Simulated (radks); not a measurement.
The numbers below are computed, except where a source is named.
Cr2.5+, configuration [Ar] 3d2.5 4s1 (fractional occupations, a model configuration). Level of theory: Dirac Kohn-Sham, LDA (Slater exchange, Perdew-Wang correlation), spin-unpolarised, spherical densities, finite nucleus; open shells are shared between the two j in proportion to 2j + 1; Fermi nuclear charge, rms radius 3.6452 fm (a radial shooting solver on a logarithmic mesh with Libxc functionals).

Spin-orbit splittings of the eigenvalues, e(l+1/2) - e(l-1/2), with zeta = 2 splitting/(2l+1) and mean radii in bohr:

| shell | occ. | splitting (eV) | zeta (eV) | <r> j=l-1/2 | <r> j=l+1/2 |
|---|---|---|---|---|---|
| 2p | 6 | 8.615 | 5.744 | 0.2583 | 0.2612 |
| 3p | 6 | 1.098 | 0.7320 | 0.9271 | 0.9351 |
| 3d | 2.5 | 0.1159 | 0.04635 | 1.085 | 1.087 |
